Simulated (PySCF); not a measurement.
# Mayer bond orders and bond lengths

(LiOH)2 ring, H2Li2O2.
Geometry (PBE0-D3(BJ)/def2-SVP, Å), atoms numbered from 1 in this order:
```xyz
6
H2Li2O2 angstrom
Li     0.804   -0.196    0.746
O     -0.352    1.126    0.674
Li    -0.804    0.196   -0.747
O      0.352   -1.126   -0.675
H     -0.599    1.918    1.148
H      0.598   -1.919   -1.147
```

Bond orders from the PBE0/pcSseg-1 density (PySCF). The structure is a single PBE0-D3(BJ)/def2-SVP conformer in the gas phase; no vibrational or solvent corrections.

**Question.** Give the Mayer order of every bond, beside its length.

**Answer.** 
```csv
bond,length (Å),Mayer order
Li1–O2,1.758,0.332
Li1–O4,1.757,0.332
O2–Li3,1.758,0.332
O2–H5,0.955,0.945
Li3–O4,1.758,0.332
O4–H6,0.955,0.945
```

**Question.** Sum the orders of all bonds at each heavy atom with more than one neighbour.

**Answer.** Li1 0.664, O2 1.609, Li3 0.664, O4 1.609. Orders between atoms that aren't bonded are not in these sums.

For a closed shell the Mayer order of atoms A and B is Σ (PS)μν (PS)νμ over the basis functions μ on A and ν on B, with P the density and S the overlap matrix.
